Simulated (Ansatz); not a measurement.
H$_{5}$InO$_{4}$Si (`O[Si](O)(O)[O][InH2]`), charge 0, multiplicity 1.

(1) Give a relaxed structure at PBE0-D4/def2-TZVP (Ansatz 0.2.0). (Estimate.)

Answers

(1) Ansatz gave: 
Z-matrix (Å, degrees):
```
Si
O 1 1.634
O 1 1.632 2 105.7
In 1 2.918 2 133.4 3 -177.0
O 1 1.692 2 112.8 3 -112.7
O 1 1.591 2 114.6 3 134.6
H 2 0.959 1 115.3 3 -156.9
H 3 0.958 1 116.4 2 30.6
H 4 1.707 1 108.7 2 177.6
H 4 1.707 1 113.7 2 10.1
H 5 0.959 1 118.8 2 86.8
```
This is one stationary point; other conformers may exist.
